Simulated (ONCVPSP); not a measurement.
**Which setting gave this result? (cadmium (Cd), ONCV)**

Base potential:

ONCVPSP 4.0.1 input, shortened (lines: element, Z, core and valence counts, functional; n l f; lmax; l rc ep ncon nbas qcut; lloc lpopt rc5 dvloc0; l nproj debl; icmod fcfact rcfact), BLYP, fully relativistic:

```
  Cd 48.00    6    4  -106131      upf
    1    0    2.00
    2    0    2.00
    2    1    6.00
    3    0    2.00
    3    1    6.00
    3    2   10.00
    4    0    2.00
    4    1    6.00
    4    2   10.00
    5    0    2.00
    2
    0    1.45    0.00    4    8    7.00
    1    1.00    0.00    4    8    8.00
    2    1.20    0.00    4    8    7.40
    4    5    0.95    0.00
    0    2    2.10
    1    3    3.80
    2    2    1.80
    0    0.00    0.00
```

Open shells are filled in proportion to 2j + 1.

Cutoffs, loose and tight: the cutoffs (Ha) at which the residual kinetic energy of the hardest occupied pseudo-wave falls to 1 and 0.1 mHa per electron. They do not see the model core or the augmentation charge, which bear on the density cutoff. Test errors are all-electron minus pseudo excitation energies from the reference, over the configurations 4s2 4p6 4d10 5s1; 4s2 4p6 4d10 5s0; 4s2 4p6 4d9 5s0; 4s2 4p6 4d10 5s1 5p1; variants that change the core or the reference have their own tests.

Only the scale of all radii (base = 1) is moved:

| scale of all radii (base = 1) | cutoff, loose | cutoff, tight | bound ghosts | largest test error (meV) |
| --- | --- | --- | --- | --- |
| 0.78 | 143 Ha | 332 Ha | p3/2, p1/2 | +3.7 |
| 0.87 | 220 Ha | 271 Ha | p3/2, p1/2 | +1.6 |
| 0.92 | 204 Ha | 246 Ha | p3/2, p1/2 | +0.7 |
| 1.01 | 168 Ha | 208 Ha | none | -0.6 |
| 1.17 | 44 Ha | 142 Ha | none | -1.7 |
| 1.23 | 31 Ha | 121 Ha | none | -1.9 |
| 1.3 | 27 Ha | 85 Ha | none | -2.0 |

Task: One more run gave cutoff, loose: 87 Ha; cutoff, tight: 165 Ha; bound ghosts: none; largest test error (meV): -2.5. Which value of the scale of all radii (base = 1) was used?

Result: 1.1. The tight cutoff moves one way along this sweep, from 332 Ha at 0.78 to 85 Ha at 1.3, which places the run between 1.01 and 1.17.
